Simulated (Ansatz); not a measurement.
CH6Ge (SMILES [CH3][GeH3]) moved off its minimum; all values from Ansatz (a program for electronic structure), cores frozen in correlated methods.
(charge 0, multiplicity 1)
```xyz
8

Ge    -0.5747     0.1143     0.0512
C      1.7106    -0.0431     0.0904
H     -1.0570    -1.0703    -1.0548
H     -0.9434     1.4186    -0.4489
H     -0.8522    -0.2285     1.3714
H      1.7354    -1.1124     0.1669
H      2.0243     0.4096     0.7646
H      1.9523     0.1392    -0.9480
```

```
level               largest force (eV/Å)  on atom  rms difference from CCSD(T)/cc-pVTZ (eV/Å)  dipole (D)
------------------  --------------------  -------  ------------------------------------------  ----------
HF/def2-TZVPP                      17.10       C2                                       0.199        0.66
PBE/def2-TZVPP                     16.18       C2                                       0.131        0.44
r2SCAN/def2-TZVPP                  16.35       C2                                       0.130        0.46
B3LYP/def2-TZVPP                   16.22       C2                                       0.132        0.50
wB97M-V/def2-TZVPP                 16.44       C2                                       0.125        0.57
MP2/cc-pVTZ                        16.58       C2                                       0.068        0.63
CCSD(T)/cc-pVTZ                    16.44       C2                                       0.000        0.55
```

The differences count from one level among others, with limits of its own. Forces at CCSD(T)/cc-pVTZ (eV/Å):

| atom | Fx | Fy | Fz |
|---|---|---|---|
| Ge1 | 3.788 | -2.322 | -3.705 |
| C2 | -8.640 | -7.727 | -11.664 |
| H3 | 0.407 | 1.264 | 1.257 |
| H4 | -0.741 | 1.783 | -0.501 |
| H5 | -1.224 | -0.735 | 3.261 |
| H6 | 0.368 | -0.619 | 0.549 |
| H7 | 5.480 | 7.617 | 10.687 |
| H8 | 0.563 | 0.738 | 0.117 |
